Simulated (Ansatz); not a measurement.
Cost and result for the atomization energy of `C[C](=N)[InH2]` (10 atoms, 9 bonds).

Cartesian coordinates in Å:
```
C 1.209 -0.946 0.002
C 0.157 0.104 -0.026
N 0.351 1.351 -0.192
In -1.981 0.373 0.137
H 1.021 -1.687 -0.781
H 1.179 -1.482 0.954
H 2.210 -0.521 -0.140
H 1.334 1.627 -0.314
H -2.878 0.411 -1.329
H -2.603 0.770 1.690
```

Total charge 0; spin multiplicity 1. Correlated methods include outer-core shells of In, which these sets cover unevenly. In takes the def2 core potential. The structure was optimised at the PBE0-D4/def2-TZVP level. It is one conformer, not always the lowest. Program: Ansatz. All runs use 4 threads of an Arm Neoverse N1 on a shared host. Times are those of one run each, without the atoms' runs, and a repeat can differ threefold. Electronic energies, without spin–orbit coupling; frozen cores. CCSD(T)/CBS adds CCSD(T) − MP2 in def2-TZVPP to the MP2 limit, and its time is that of the two runs behind it. T1 = 0.015. With those shells the extrapolation isn't a true limit. B3LYP takes the VWN-RPA correlation (the form of Gaussian; ORCA's B3LYP/G). HSE06 is the plane-wave form, built on full-range PBE exchange.

CCSD(T)/CBS is a level of theory with its own doubt, some kJ/mol a heavy atom from the limit and from the frozen cores, so smaller differences don't rank the functionals.

| level | functions | wall time | atomization (kJ/mol) | difference from CCSD(T)/CBS | per bond |
| --- | --- | --- | --- | --- | --- |
| LDA (SPW92)/def2-TZVPP | 227 | 1.7 s | 3839.7 | 506.4 | 56.3 |
| BLYP-D4/def2-TZVPP | 227 | 3.1 s | 3330.5 | -2.8 | -0.3 |
| PBE0-D4/def2-TZVPP | 227 | 3.9 s | 3337.7 | 4.4 | 0.5 |
| HSE06-D4/def2-TZVPP | 227 | 4.1 s | 3339.8 | 6.5 | 0.7 |
| CAM-B3LYP-D4/def2-TZVPP | 227 | 4.4 s | 3349.3 | 16.0 | 1.8 |
| B3LYP-D4/def2-TZVPP (with forces) | 227 | 6.5 s | 3330.7 | -2.6 | -0.3 |
| PBE-QIDH/def2-TZVPP | 227 | 8 s | 3300.6 | -32.7 | -3.6 |
| CCSD(T)/def2-SVP | 98 | 8 s | 3151.9 | -181.4 | -20.2 |
| B97M-V/def2-TZVPP | 227 | 13 s | 3351.1 | 17.8 | 2.0 |
| ωB97M-V/def2-TZVPP (with forces) | 227 | 16 s | 3347.7 | 14.4 | 1.6 |
| MP2/def2-QZVPP | 433 | 26 s | 3315.6 | -17.7 | -2.0 |
| CCSD(T)/def2-TZVPP | 227 | 3.2 min | 3247.6 | -85.7 | -9.5 |
| CCSD(T)/CBS(def2) | – | 3.6 min | 3333.3 | 0.0 | 0.0 |

From PBE to PBE0 (25 % exact exchange), in def2-TZVPP and without D4, the atomization energy moves by −65.2 kJ/mol: exact exchange takes away binding that semilocal exchange gives to molecules. In def2-TZVPP, CCSD(T) changes the Hartree–Fock value by +922.2 kJ/mol (the triples alone add +57.4 kJ/mol) and MP2 by +939.3 kJ/mol; breaking electron pairs costs correlation energy, which Hartree–Fock lacks. Leaving LDA and LC-ωPBE aside and taking each functional with its dispersion term where it has one, the values, not all of them listed here, spread over 179.2 kJ/mol, from BHLYP-D4 to PBE-D4. LDA lies +452.1 kJ/mol from PBE without D4, its usual overbinding.

Spin–orbit coupling would lower the free In atoms strongly, and the atomization energy with them, by more than many differences here.
